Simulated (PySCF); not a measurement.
A PySCF script (with the pyscf-properties extension) for the NMR shieldings of `O([SiH2]BCC)[SiH2][SiH3]`, C₂H₁₃BOSi₃, on a GFN2-xTB geometry:

```python
import basis_set_exchange as bse
import numpy as np
from pyscf import gto, dft
from pyscf.prop import nmr

atoms = """
C    -3.404656    0.909807   -0.647051
C    -3.082574   -0.584400   -0.695920
B    -1.608973   -1.027211   -0.377611
Si   -0.200311    0.252768    0.083141
O     1.208510   -0.540180    0.309359
Si    2.731140   -1.075202    0.412773
Si    4.194833    0.694834    0.303695
H    -4.449142    1.092774   -0.895096
H    -2.785567    1.457953   -1.352932
H    -3.214743    1.310533    0.345619
H    -3.759445   -1.112419   -0.012937
H    -3.355981   -0.968438   -1.686126
H    -1.403183   -2.183712   -0.432765
H    -0.370899    1.007764    1.341443
H     0.125872    1.276298   -0.932892
H     2.861359   -2.046204   -0.684347
H     2.762505   -1.830397    1.672784
H     3.632531    1.992628    0.697632
H     5.357220    0.482426    1.177677
H     4.756358    0.901054   -1.039177
"""
names = dict.fromkeys(["C", "B", "Si", "O", "H"], "pcSseg-1")
basis = {el: gto.basis.parse(bse.get_basis(n, elements=[el], fmt="nwchem")) for el, n in names.items()}
mol = gto.M(atom=atoms, basis=basis, charge=0, verbose=0)
mf = dft.RKS(mol, xc="PBE0")
mf.grids.level = 2
mf.grids.alignment = dft.numint.BLKSIZE   # the property module wants whole blocks of grid points
mf.conv_tol = 1e-9
mf.kernel()

calc = nmr.RKS(mf)   # GIAO
C = mf.mo_coeff
Co = C[:, mf.mo_occ > 0]
resp = mf.gen_response(singlet=True, hermi=2)
def vind(x):   # induced exchange potential for any number of trial vectors
    d = np.einsum("pi,xij,qj->xpq", C, 2 * x.reshape(-1, C.shape[1], Co.shape[1]), Co, optimize=True)
    return np.einsum("xpq,pi,qj->xij", resp(d - d.transpose(0, 2, 1)), C, Co, optimize=True).ravel()
mo1, _ = nmr.rhf.solve_mo1(calc, with_cphf=vind)
sigma = calc.kernel(mo1)
for i, s in enumerate(sigma):   # ppm
    print("%2d %-2s %9.2f" % (i, mol.atom_pure_symbol(i), np.trace(s) / 3))
```

Q: Give the expected output.

A: 
```
 0 C     173.44
 1 C     150.72
 2 B     -18.64
 3 Si    386.65
 4 O     356.93
 5 Si    381.41
 6 Si    472.83
 7 H      30.46
 8 H      30.51
 9 H      30.55
10 H      29.79
11 H      29.77
12 H      21.51
13 H      25.95
14 H      25.96
15 H      25.94
16 H      26.03
17 H      28.10
18 H      28.44
19 H      28.24
```

These numbers come from an equivalent density-fitted implementation of the same equations, which agrees with the script to about 0.01 ppm for H and up to a few tenths of a ppm for heavy atoms, so last digits may differ.

Size and cost of the density-fitted run: 205 basis functions, 52 s wall time on 1 thread of an Arm Neoverse V1, shared host; peak memory 0.94 GiB.
